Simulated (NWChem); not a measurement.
## Correlation energy of diiodomethane (CH₂I₂)

```
C
H 1 1.0935
H 1 1.0935 2 111.63
I 1 2.1636 2 107.22 3 117.14
I 1 2.1636 2 107.22 3 -117.14
```
Charge 0, spin multiplicity 1.

The numbers come from NWChem runs, not from measurements. The geometry was optimised at B3LYP/def2-SVP with def2 effective core potentials on I, a minimum by its harmonic frequencies.

Basis set: def2-SVP. Each correlation energy counts from its own Hartree-Fock reference.

Effective core potentials replace the inner electrons of I; spin-orbit coupling is left out. The correlated methods keep 9 core orbitals frozen. Coupled-cluster values serve here as a point of comparison, not as the truth.

Problem. One of these methods gave a correlation energy of -422.8 mHa. Which?
A. CCSD+T(CCSD)
B. MP2
C. CR-CCSD[T]
D. SCS-MP2

Solution. A, CCSD+T(CCSD). The others give -419.7 (CR-CCSD[T]), -385.1 (MP2), -369.7 (SCS-MP2).
